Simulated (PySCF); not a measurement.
Predicted microwave data (PBE0-D3(BJ)/def2-SVP geometry optimisation, gas phase (PySCF)) for one isomer of C7H10P2:

| Item | Value |
| --- | --- |
| Rotational constants | A = 1599, B = 1109, C = 701.2 MHz |
| Dipole components | \|μa\| = 0.92 D, \|μb\| = 0.47 D, \|μc\| = 0.04 D |
| Inertial defect | -50.96 u·Å² |
| κ | -0.09 |

Question: Which candidate fits, each taken in the one conformer that was computed?
A. `[CH3:1][c:2]1[cH:3][cH:4][cH:5][c:6]([PH:7][PH2:8])[cH:9]1` with C5–C6–P7–P8 -105°, C6–P7–P8–H 73° and 166°
B. `[CH3:1][CH2:2][c:3]1[p:4][cH:5][cH:6][p:7][c:8]1[CH3:9]` with C1–C2–C3–P4 93°

Answer: B. It is CCc1pccpc1C, an asymmetric top, point group C1. The candidates at the same level (rigid rotor, commonest isotopes):

| SMILES | A (MHz) | B (MHz) | C (MHz) | μa (D) | μb (D) | μc (D) | Δ (u·Å²) | point group | rotor |
| --- | --- | --- | --- | --- | --- | --- | --- | --- | --- |
| CCc1pccpc1C | 1599 | 1109 | 701.2 | 0.92 | 0.47 | 0.04 | -50.96 | C1 | asymmetric top |
| Cc1cccc(PP)c1 | 2031 | 679.1 | 592.6 | 1.22 | 0.21 | 0.18 | -140.29 | C1 | asymmetric top |

`Cc1cccc(PP)c1` has B 39 % too low. No structure here is proved a minimum.
